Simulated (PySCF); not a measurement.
## SMILES CC[Si@@H]1[SiH2][SiH2][C@H]1F, C3H11FSi3

Geometry:
| atom | x (Å) | y (Å) | z (Å) |
| --- | --- | --- | --- |
| C1 | 2.033 | -0.226 | 0.682 |
| C2 | 1.767 | -0.258 | -0.818 |
| Si3 | -0.049 | 0.141 | -1.255 |
| Si4 | -1.047 | 1.819 | 0.058 |
| Si5 | -1.976 | -0.051 | 1.126 |
| C6 | -1.244 | -1.115 | -0.341 |
| F7 | -2.289 | -1.453 | -1.215 |
| H8 | 1.824 | 0.761 | 1.090 |
| H9 | 1.404 | -0.947 | 1.200 |
| H10 | 3.072 | -0.468 | 0.897 |
| H11 | 2.422 | 0.461 | -1.311 |
| H12 | 2.041 | -1.240 | -1.206 |
| H13 | -0.196 | -0.002 | -2.711 |
| H14 | -1.988 | 2.728 | -0.610 |
| H15 | -0.191 | 2.725 | 0.840 |
| H16 | -1.371 | -0.507 | 2.385 |
| H17 | -3.415 | -0.283 | 1.238 |
| H18 | -0.806 | -2.077 | -0.059 |

The calculation used PySCF 2.14.0, TDDFT LC-wPBE/def2-SVPD circular dichroism and optical rotation, one conformer, gas phase. Geometry: GFN2-xTB.

The molecule is flexible and this is one conformer; a measurement averages over conformers.

(1) Draw the ECD and absorption spectra from the lowest 16 states, each a Gaussian of half-width 0.3 eV at 1/e height.

Answers

(1) 
| E (eV) | λ (nm) | Δε (L mol⁻¹ cm⁻¹) | ε (L mol⁻¹ cm⁻¹) |
| --- | --- | --- | --- |
| 4.90 | 253 | -0.01 | 1.58 |
| 5.00 | 248 | -0.04 | 4.32 |
| 5.10 | 243 | -0.09 | 9.54 |
| 5.20 | 239 | -0.16 | 17.3 |
| 5.30 | 234 | -0.25 | 27 |
| 5.40 | 230 | -0.36 | 40.5 |
| 5.50 | 226 | -0.49 | 67.3 |
| 5.60 | 222 | -0.57 | 128 |
| 5.70 | 218 | -0.39 | 251 |
| 5.80 | 214 | +0.25 | 457 |
| 5.90 | 210 | +1.20 | 759 |
| 6.00 | 207 | +1.64 | 1200 |
| 6.10 | 203 | +0.39 | 1920 |
| 6.20 | 200 | -3.14 | 3080 |
| 6.30 | 197 | -8.07 | 4640 |
| 6.40 | 194 | -11.98 | 6250 |
| 6.50 | 191 | -12.37 | 7500 |
| 6.60 | 188 | -8.51 | 8260 |
| 6.70 | 185 | -2.30 | 8720 |
| 6.80 | 182 | +2.84 | 8940 |
| 6.90 | 180 | +4.01 | 8840 |
| 7.00 | 177 | +0.09 | 8770 |
| 7.10 | 175 | -8.06 | 9570 |
| 7.20 | 172 | -17.83 | 11700 |
| 7.30 | 170 | -25.31 | 14500 |
| 7.40 | 168 | -26.85 | 16300 |
| 7.50 | 165 | -21.17 | 15900 |
| 7.60 | 163 | -9.61 | 14000 |
| 7.70 | 161 | +5.90 | 11600 |
| 7.80 | 159 | +24.29 | 9630 |
| 7.90 | 157 | +43.79 | 8200 |
| 8.00 | 155 | +59.46 | 7150 |
| 8.10 | 153 | +64.43 | 6530 |
| 8.20 | 151 | +55.73 | 6390 |
| 8.30 | 149 | +38.33 | 6470 |

Δε uses R in velocity form, ε uses f in length form. Only the states computed contribute, so the short-wavelength end is incomplete.
